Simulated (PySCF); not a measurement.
# Correlation energy of Ca (calcium, neutral)

[Ar] 4s2, closed-shell 1S. Computed with PySCF 2.14 in x2c-SVPall (5s3p2d, 24 functions), with scalar relativity by spin-free X2C-1e. Frozen: [Ar]; 2 electrons correlated.

Total MP2 correlation energy: -17.24 mhartree.

Same-spin part 0.00 and opposite-spin part -17.24 mhartree; SCS-MP2 scales them by 1/3 and 6/5 to -20.69 mhartree.

With two correlated electrons CCSD is exact within the correlated space (frozen core and kept virtual orbitals).

```
level  correlation energy (mhartree)
 CCSD                         -26.84
```

Diagnostics: T1 = 0.020, D1 = 0.0285, largest double amplitude 0.157.

A double-excitation amplitude exceeds 0.15, a sign of near-degeneracy.

Cost of the coupled-cluster step: 0.07 s of wall time on 1 thread of Intel(R) Xeon(R) Platinum 8259CL CPU @ 2.50GHz (shared host), for 2 correlated electrons.
